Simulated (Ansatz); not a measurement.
In2N⁻. The state is a triplet with charge -1. Geometry PBE-D4/def2-TZVP, that of the neutral doublet; atoms count from 1.

```xyz
3

In   -0.689   -1.545   -1.042
In    0.693    1.542    1.045
N    -0.004    0.003   -0.002
```

In the def2 sets In takes a core potential; there is no spin–orbit coupling. The highest occupied level of the charge -1 triplet lies above zero (up to 1.24 eV). Energy differences put its binding near zero (0.00 eV; vertical, to the charge 0 doublet, at PBE0-D4/def2-TZVPD), which leaves it undecided. At PBE0-D4/def2-TZVPD a singlet of charge -1 lies 2.04 eV below the triplet at the same geometry. The structure comes from a short search, and lower isomers may exist.

**Question.** Estimate the Mulliken populations from the PBE0/def2-TZVPD orbitals of Ansatz.

**Answer.** 
```tsv
atom	charge (e)	spin (α − β)
In1	-0.45	0.83
In2	-0.45	0.83
N3	-0.10	0.34
```
Mulliken values and Mayer orders depend strongly on the basis. With diffuse functions, as here, like atoms can get unlike values, and bond orders can come out too low or too high.

**Question.** Where does the spin sit?

**Answer.** Summed by element: In 1.66, N 0.34, of 2 unpaired in all. Largest on single atoms: In1 0.83, In2 0.83, N3 0.34.

**Question.** And the Mayer bond orders between bonded heavy atoms (over 0.3)?

**Answer.** In1–N3 1.18 (1.99 Å); In2–N3 1.18 (1.99 Å). Values over 0.3 also appear between atoms too far apart for a bond (In1–In2 0.77 at 3.97 Å); they arise where an orbital or an unpaired electron spreads over both atoms.
